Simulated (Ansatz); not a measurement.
NaTl, closed-shell singlet (lowest of 2S+1 = 1, 3 at CCSD(T)/def2-TZVPP on PBE0 minima; our sources give no spin for the ground state, which may be another), most abundant isotopes (22.9898 and 204.9744 u). Constants from fifth-degree fits in 1/R to seven points on the lowest solution found; no spin–orbit coupling, no relativity up to Kr; ω_e x_e and α_e move by some per cent with the fit.

Correlated levels freeze the inner cores; with def2 sets outer-core shells near the valence are correlated too.

Programs: Ansatz (Gaussian basis) for Hartree–Fock, density functionals and correlated methods.  In def2 rows elements past Kr take small-core potentials, without spin–orbit coupling.

```
level               r_e (Å)  ω_e (cm⁻¹)  ω_e x_e (cm⁻¹)  α_e (cm⁻¹)
------------------  -------  ----------  --------------  ----------
PBE/def2-TZVPP       3.2773       130.6           0.404    0.000398
CCSD(T)/def2-QZVPP   3.2297       138.2           0.402    0.000377
```

Question: Derive the rotational constants, the centrifugal constant, the fundamental, the zero-point energy and the force constant.

Answer: 
μ = 20.67129 u.
- PBE/def2-TZVPP: B_e = 16.8576/(μ r_e²) = 0.075925 cm⁻¹; B₀ = B_e − α_e/2 = 0.075726 cm⁻¹; D = 4B_e³/ω_e² = 1.03e-07 cm⁻¹; fundamental ω_e − 2ω_e x_e = 130 cm⁻¹; zero-point energy ω_e/2 − ω_e x_e/4 = 65 cm⁻¹; k = μ(2πcω_e)² = 20.8 N/m; the line J = 1 ← 0 at 2B₀ = 4.540 GHz
- CCSD(T)/def2-QZVPP: B_e = 16.8576/(μ r_e²) = 0.078184 cm⁻¹; B₀ = B_e − α_e/2 = 0.077995 cm⁻¹; D = 4B_e³/ω_e² = 1.00e-07 cm⁻¹; fundamental ω_e − 2ω_e x_e = 137 cm⁻¹; zero-point energy ω_e/2 − ω_e x_e/4 = 69 cm⁻¹; k = μ(2πcω_e)² = 23.3 N/m; the line J = 1 ← 0 at 2B₀ = 4.676 GHz

Doubts at one or more of the structures used: a restricted determinant that unrestricted orbitals would lower (CCSD(T)/def2-QZVPP).

Ansatz is a first-principles code.
